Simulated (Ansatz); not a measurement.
C$_{3}$H$_{5}$FOSi. Charge 0, multiplicity 1. The bonds changed during the relaxation, so this is another structure than the one it started from. All single points use the PBE0-D4/def2-TZVP geometry. It is one conformer, not always the lowest.

```xyz
11

C     0.645   -1.316   -0.337
Si   -0.350    0.154   -0.914
C    -0.068    0.994    1.711
C    -0.581    1.301    0.533
F    -1.275    2.464    0.403
O     0.415    0.644    2.703
H     1.627   -1.013    0.032
H     0.798   -2.005   -1.170
H     0.129   -1.859    0.457
H    -1.688   -0.256   -1.417
H     0.348    0.892   -2.002
```

Question: What is the dipole moment at r2SCAN/def2-TZVPP? (Best estimate.)

Answer: Ansatz gave: 1.77 D, with components (0.63, -1.49, -0.71) D in this frame, pointing from negative to positive charge.

Question: And with PBE, B3LYP, ωB97M-V? (Estimate.)

Answer: The calculation gave: PBE 1.72 D, B3LYP 1.79 D, ωB97M-V 1.75 D.

Question: Give the Mulliken charges with r2SCAN, PBE, B3LYP in def2-TZVPP. (Estimate.)

Answer: Computed: 
| atom | r2SCAN | PBE | B3LYP |
| --- | --- | --- | --- |
| C1 | -0.32 | -0.39 | -0.41 |
| Si2 | 0.34 | 0.24 | 0.32 |
| C3 | 0.21 | 0.12 | 0.21 |
| C4 | 0.01 | 0.06 | 0.02 |
| F5 | -0.21 | -0.17 | -0.22 |
| O6 | -0.15 | -0.09 | -0.13 |
| H7 | 0.09 | 0.12 | 0.12 |
| H8 | 0.08 | 0.11 | 0.11 |
| H9 | 0.09 | 0.12 | 0.12 |
| H10 | -0.07 | -0.06 | -0.07 |
| H11 | -0.07 | -0.06 | -0.07 |

B3LYP here is the variant with VWN-RPA as its local correlation; programs differ in this.
